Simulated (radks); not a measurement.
The numbers below are computed, except where a source is named.
The lanthanum ion La3+, 54 electrons, occupied as [Kr] 4d10 5s2 5p5 4f1 (not the ground configuration). Level of theory: Dirac Kohn-Sham, LDA (Slater exchange, Perdew-Wang correlation), spin-unpolarised, spherical densities, finite nucleus; open shells are shared between the two j in proportion to 2j + 1; Fermi nuclear charge, rms radius 4.855 fm (a radial shooting solver on a logarithmic mesh with Libxc functionals).

Unscreened Slater integrals over Kohn-Sham orbitals (cm^-1). Large and small components are both included.

| integral | value |
|---|---|
| F0(4f7/2,4f7/2) | 170370 |
| F2(4f7/2,4f7/2) | 77819 |
| F4(4f7/2,4f7/2) | 48187 |
| F6(4f7/2,4f7/2) | 34485 |
| F0(4f7/2,4f5/2) | 171150 |
| F2(4f7/2,4f5/2) | 78195 |
| F4(4f7/2,4f5/2) | 48424 |
| G2(4f7/2,4f5/2) | 78102 |
| G4(4f7/2,4f5/2) | 48370 |
| G6(4f7/2,4f5/2) | 34618 |
| F0(4f7/2,5p3/2) | 125400 |
| F2(4f7/2,5p3/2) | 49326 |
| G2(4f7/2,5p3/2) | 31108 |
| G4(4f7/2,5p3/2) | 23148 |
| F0(4f7/2,5p1/2) | 129300 |
| G4(4f7/2,5p1/2) | 25049 |
| F0(4f5/2,4f5/2) | 171940 |
| F2(4f5/2,4f5/2) | 78580 |
| F4(4f5/2,4f5/2) | 48669 |
| F0(4f5/2,5p3/2) | 125690 |
| F2(4f5/2,5p3/2) | 49173 |
| G2(4f5/2,5p3/2) | 30772 |
| G4(4f5/2,5p3/2) | 22937 |
| F0(4f5/2,5p1/2) | 129620 |
| G2(4f5/2,5p1/2) | 33591 |
| F0(5p3/2,5p3/2) | 109340 |
| F2(5p3/2,5p3/2) | 59257 |
| F0(5p3/2,5p1/2) | 111530 |
| G2(5p3/2,5p1/2) | 60058 |
| F0(5p1/2,5p1/2) | 113910 |
